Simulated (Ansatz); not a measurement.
Nudged elastic band run: ClGaH$_{5}$N

input.yaml

```yaml
crystal:
  periodic: [false, false, false]
  atoms:
    - { symbol: Ga, position_ang: [0.032637, -0.090778, 0.177955] }
    - { symbol: Cl, position_ang: [-0.203972, 0.802913, 2.205905] }
    - { symbol: H, position_ang: [1.476421, 0.076109, -0.42416] }
    - { symbol: H, position_ang: [-1.291816, -0.094283, -0.67105] }
    - { symbol: "N", position_ang: [0.089576, -2.131811, 0.90324] }
    - { symbol: H, position_ang: [-0.591893, -2.731748, 0.466105] }
    - { symbol: H, position_ang: [0.996232, -2.558623, 0.797014] }
    - { symbol: H, position_ang: [-0.118385, -2.08808, 1.88959] }
basis:
  gaussian: { orbitals: def2-SVP }
hamiltonian:
  xc: hf
neb:
  order_check: false
  images: 9
  f_tol: 0.05
  max_iterations: 60
  spring: 0.1
  final_atoms:
    - { symbol: Ga, position_ang: [0.13746011, -0.55111547, -0.49094012] }
    - { symbol: Cl, position_ang: [-0.3269052, -0.0475996, 3.24597063] }
    - { symbol: H, position_ang: [1.52021957, 0.14091916, -0.73445291] }
    - { symbol: H, position_ang: [-1.24503867, -0.07805693, -1.05239323] }
    - { symbol: "N", position_ang: [0.13181897, -2.05107222, 0.58263202] }
    - { symbol: H, position_ang: [-0.65097469, -2.67891274, 0.60661898] }
    - { symbol: H, position_ang: [0.9763318, -2.55126708, 0.79286379] }
    - { symbol: H, position_ang: [-0.15411189, -0.99919612, 2.39429984] }
  initial_path:
    images:
      - { positions_ang: [[0.032637, -0.090778, 0.177955], [-0.203972, 0.802913, 2.205905], [1.476421, 0.076109, -0.42416], [-1.291816, -0.094283, -0.67105], [0.089576, -2.131811, 0.90324], [-0.591893, -2.731748, 0.466105], [0.996232, -2.558623, 0.797014], [-0.118385, -2.08808, 1.88959]] }
      - { positions_ang: [[0.02753704, -0.07321726, 0.14129216], [-0.17161729, 0.64382891, 2.28155394], [1.45742201, 0.06106032, -0.4921961], [-1.3009019, -0.0780582, -0.70005605], [0.09119356, -2.12821008, 0.86423818], [-0.55483417, -2.76071904, 0.40730529], [0.92599689, -2.5177601, 0.95431036], [-0.08599614, -1.96322555, 1.88815122]] }
      - { positions_ang: [[0.02243707, -0.05565652, 0.10462931], [-0.13926257, 0.48474482, 2.35720288], [1.43842301, 0.04601165, -0.5602322], [-1.3099878, -0.06183341, -0.7290621], [0.09281112, -2.12460917, 0.82523636], [-0.51777533, -2.78969008, 0.34850559], [0.85576178, -2.47689719, 1.11160672], [-0.05360727, -1.8383711, 1.88671244]] }
      - { positions_ang: [[0.01733711, -0.03809579, 0.06796647], [-0.10690786, 0.32566074, 2.43285182], [1.41942402, 0.03096297, -0.6282683], [-1.31907371, -0.04560861, -0.75806815], [0.09442868, -2.12100825, 0.78623454], [-0.4807165, -2.81866112, 0.28970588], [0.78552666, -2.43603429, 1.26890308], [-0.02121841, -1.71351665, 1.88527367]] }
      - { positions_ang: [[0.01223715, -0.02053505, 0.03130362], [-0.07455315, 0.16657665, 2.50850076], [1.40042502, 0.01591429, -0.6963044], [-1.32815961, -0.02938381, -0.7870742], [0.09604624, -2.11740733, 0.74723272], [-0.44365767, -2.84763216, 0.23090617], [0.71529155, -2.39517138, 1.42619944], [0.01117046, -1.58866221, 1.88383489]] }
      - { positions_ang: [[0.00713719, -0.00297431, -0.00535922], [-0.04219843, 0.00749256, 2.5841497], [1.38142603, 0.00086562, -0.7643405], [-1.33724551, -0.01315902, -0.81608025], [0.0976638, -2.11380642, 0.7082309], [-0.40659884, -2.8766032, 0.17210647], [0.64505644, -2.35430848, 1.5834958], [0.04355932, -1.46380776, 1.88239611]] }
      - { positions_ang: [[0.03320177, -0.11260254, -0.1024754], [-0.09913979, -0.00352587, 2.71651389], [1.40918474, 0.02887633, -0.75836298], [-1.31880414, -0.0261386, -0.86334285], [0.10449483, -2.10125958, 0.68311113], [-0.45547401, -2.8370651, 0.25900897], [0.71131151, -2.3937002, 1.4253694], [0.00402508, -1.37088543, 1.98477686]] }
      - { positions_ang: [[0.05926636, -0.22223077, -0.19959158], [-0.15608114, -0.0145443, 2.84887807], [1.43694345, 0.05688703, -0.75238547], [-1.30036277, -0.03911818, -0.91060544], [0.11132587, -2.08871274, 0.65799135], [-0.50434918, -2.79752701, 0.34591147], [0.77756658, -2.43309192, 1.267243], [-0.03550916, -1.2779631, 2.0871576]] }
      - { positions_ang: [[0.08533094, -0.33185901, -0.29670776], [-0.21302249, -0.02556273, 2.98124226], [1.46470216, 0.08489774, -0.74640795], [-1.28192141, -0.05209777, -0.95786804], [0.1181569, -2.0761659, 0.63287157], [-0.55322435, -2.75798892, 0.43281397], [0.84382166, -2.47248364, 1.10911659], [-0.07504341, -1.18504077, 2.18953835]] }
      - { positions_ang: [[0.11139553, -0.44148724, -0.39382394], [-0.26996385, -0.03658116, 3.11360644], [1.49246087, 0.11290845, -0.74043043], [-1.26348004, -0.06507735, -1.00513064], [0.12498794, -2.06361906, 0.6077518], [-0.60209952, -2.71845083, 0.51971648], [0.91007673, -2.51187536, 0.95099019], [-0.11457765, -1.09211845, 2.2919191]] }
      - { positions_ang: [[0.13746011, -0.55111547, -0.49094012], [-0.3269052, -0.0475996, 3.24597063], [1.52021957, 0.14091916, -0.73445291], [-1.24503867, -0.07805693, -1.05239323], [0.13181897, -2.05107222, 0.58263202], [-0.65097469, -2.67891274, 0.60661898], [0.9763318, -2.55126708, 0.79286379], [-0.15411189, -0.99919612, 2.39429984]] }
```

Run as:

```bash
$ ansatz run input.yaml --threads 1 --pin off --max-ram 2048MiB --backend cpu --events-out ev --progress --plain --runs-dir out
```

Output, in part (warnings, iteration lines, the closing report on the highest movable image, with atoms numbered from 0):

```
NEB end point (image 0): max|allowed force component| = 8.767e-3 eV/Å (the criterion of neb.relax_end_points is 1.000e-2)
NEB end point (image 10): max|allowed force component| = 1.122e-2 eV/Å (the criterion of neb.relax_end_points is 1.000e-2)
NEB iter   1: max|band force component| = 7.520e0 eV/Å  barrier→ = 4.4776 eV  barrier← = 2.5776 eV  Δτ_max = 0.2000 Å  (379 SCF iters)
NEB iter   2: max|band force component| = 3.318e0 eV/Å  barrier→ = 2.9392 eV  barrier← = 1.0392 eV  Δτ_max = 0.2000 Å  (284 SCF iters)
NEB iter   3: max|band force component| = 3.808e0 eV/Å  barrier→ = 2.2521 eV  barrier← = 0.3521 eV  Δτ_max = 0.0998 Å  (290 SCF iters)
NEB iter   4: max|band force component| = 3.376e0 eV/Å  barrier→ = 2.0703 eV  barrier← = 0.1703 eV  Δτ_max = 0.1004 Å  (288 SCF iters)
NEB iter   5: max|band force component| = 2.079e0 eV/Å  barrier→ = 2.0179 eV  barrier← = 0.1179 eV  Δτ_max = 0.1918 Å  (291 SCF iters)
NEB iter   6: max|band force component| = 2.020e0 eV/Å  barrier→ = 2.0131 eV  barrier← = 0.1131 eV  Δτ_max = 0.1990 Å  (283 SCF iters)
NEB iter   7: max|band force component| = 2.172e0 eV/Å  barrier→ = 2.0170 eV  barrier← = 0.1170 eV  Δτ_max = 0.0998 Å  (284 SCF iters)
NEB iter   8: max|band force component| = 8.412e-1 eV/Å  barrier→ = 2.0368 eV  barrier← = 0.1368 eV  Δτ_max = 0.1931 Å  (280 SCF iters)
NEB iter   9: max|band force component| = 7.732e-1 eV/Å  barrier→ = 2.0568 eV  barrier← = 0.1568 eV  Δτ_max = 0.1994 Å  (278 SCF iters)
NEB iter  10: max|band force component| = 5.530e-1 eV/Å  barrier→ = 2.0449 eV  barrier← = 0.1449 eV  Δτ_max = 0.1846 Å  (283 SCF iters)
NEB iter  11: max|band force component| = 4.351e-1 eV/Å  barrier→ = 2.0273 eV  barrier← = 0.1273 eV  CI = image 8  Δτ_max = 0.1956 Å  (288 SCF iters)
NEB iter  12: max|band force component| = 8.282e-1 eV/Å  barrier→ = 2.0412 eV  barrier← = 0.1412 eV  CI = image 9  Δτ_max = 0.1012 Å  (290 SCF iters)
NEB iter  13: max|band force component| = 6.028e-1 eV/Å  barrier→ = 2.0316 eV  barrier← = 0.1316 eV  CI = image 8  Δτ_max = 0.1013 Å  (285 SCF iters)
NEB iter  14: max|band force component| = 2.404e-1 eV/Å  barrier→ = 2.0276 eV  barrier← = 0.1276 eV  CI = image 8  Δτ_max = 0.0898 Å  (289 SCF iters)
NEB iter  15: max|band force component| = 2.209e-1 eV/Å  barrier→ = 2.0265 eV  barrier← = 0.1265 eV  CI = image 8  Δτ_max = 0.0451 Å  (285 SCF iters)
NEB iter  16: max|band force component| = 1.549e-1 eV/Å  barrier→ = 2.0271 eV  barrier← = 0.1271 eV  CI = image 8  Δτ_max = 0.0353 Å  (279 SCF iters)
NEB iter  17: max|band force component| = 7.517e-2 eV/Å  barrier→ = 2.0270 eV  barrier← = 0.1270 eV  CI = image 8  Δτ_max = 0.0170 Å  (274 SCF iters)
NEB iter  18: max|band force component| = 4.184e-2 eV/Å  barrier→ = 2.0269 eV  barrier← = 0.1269 eV  CI = image 8  Δτ_max = 0.0000 Å  (547 SCF iters)
Total energy: -66387.09518967 eV, -2439.6807494311 hartree
Atom 0 at     0.093955    -0.435918    -0.200004 Å, force     0.002744    -0.005822     0.000514 eV/Å
Atom 1 at    -0.262494     0.069390     2.619477 Å, force     0.000257    -0.007802    -0.001244 eV/Å
Atom 2 at     1.494516     0.190478    -0.489203 Å, force     0.000081    -0.000416     0.000518 eV/Å
Atom 3 at    -1.290438    -0.035237    -0.800730 Å, force     0.000963     0.001617     0.000515 eV/Å
Atom 4 at     0.116173    -2.085264     0.768763 Å, force    -0.010640     0.001804    -0.003755 eV/Å
Atom 5 at    -0.643451    -2.729690     0.626811 Å, force     0.002843    -0.003649     0.002191 eV/Å
Atom 6 at     0.975221    -2.607475     0.809140 Å, force     0.003316     0.003805    -0.001907 eV/Å
Atom 7 at    -0.094683    -1.182584     2.010344 Å, force     0.000436     0.010463     0.003169 eV/Å
Dipole moment:     0.095792    -0.605516    -0.425781 e Å
```

The run converged. Another band between the same ends (9 images) ends at a top of the same energy, where a vibrational analysis finds 1 clearly imaginary mode. The orbitals stay closed-shell, which can raise the energy where a bond breaks towards radicals; this wasn't checked here.

Final band (atoms are numbered from 1 in the order of the input):

```json
{"image": "0", "path coordinate (Å)": "0.00", "energy (eV)": "0.00", "Ga1–Cl2 (Å)": "2.23", "N5–H8 (Å)": "1.01", "Cl2–H8 (Å)": "2.91"}
{"image": "1", "path coordinate (Å)": "0.18", "energy (eV)": "0.00", "Ga1–Cl2 (Å)": "2.23", "N5–H8 (Å)": "1.01", "Cl2–H8 (Å)": "2.90"}
{"image": "2", "path coordinate (Å)": "0.36", "energy (eV)": "0.02", "Ga1–Cl2 (Å)": "2.24", "N5–H8 (Å)": "1.01", "Cl2–H8 (Å)": "2.68"}
{"image": "3", "path coordinate (Å)": "0.56", "energy (eV)": "0.07", "Ga1–Cl2 (Å)": "2.26", "N5–H8 (Å)": "1.01", "Cl2–H8 (Å)": "2.46"}
{"image": "4", "path coordinate (Å)": "0.76", "energy (eV)": "0.21", "Ga1–Cl2 (Å)": "2.32", "N5–H8 (Å)": "1.01", "Cl2–H8 (Å)": "2.23"}
{"image": "5", "path coordinate (Å)": "0.98", "energy (eV)": "0.50", "Ga1–Cl2 (Å)": "2.45", "N5–H8 (Å)": "1.03", "Cl2–H8 (Å)": "2.04"}
{"image": "6", "path coordinate (Å)": "1.22", "energy (eV)": "1.02", "Ga1–Cl2 (Å)": "2.65", "N5–H8 (Å)": "1.08", "Cl2–H8 (Å)": "1.86"}
{"image": "7", "path coordinate (Å)": "1.46", "energy (eV)": "1.74", "Ga1–Cl2 (Å)": "2.80", "N5–H8 (Å)": "1.26", "Cl2–H8 (Å)": "1.63"}
{"image": "8", "path coordinate (Å)": "1.71", "energy (eV)": "2.03", "Ga1–Cl2 (Å)": "2.89", "N5–H8 (Å)": "1.55", "Cl2–H8 (Å)": "1.40"}
{"image": "9", "path coordinate (Å)": "2.22", "energy (eV)": "1.92", "Ga1–Cl2 (Å)": "3.34", "N5–H8 (Å)": "2.01", "Cl2–H8 (Å)": "1.30"}
{"image": "10", "path coordinate (Å)": "2.73", "energy (eV)": "1.90", "Ga1–Cl2 (Å)": "3.80", "N5–H8 (Å)": "2.11", "Cl2–H8 (Å)": "1.29"}
```

Run time: 5 min on 1 thread of Arm Neoverse V1, on a shared host, peak memory 0.19 GiB.
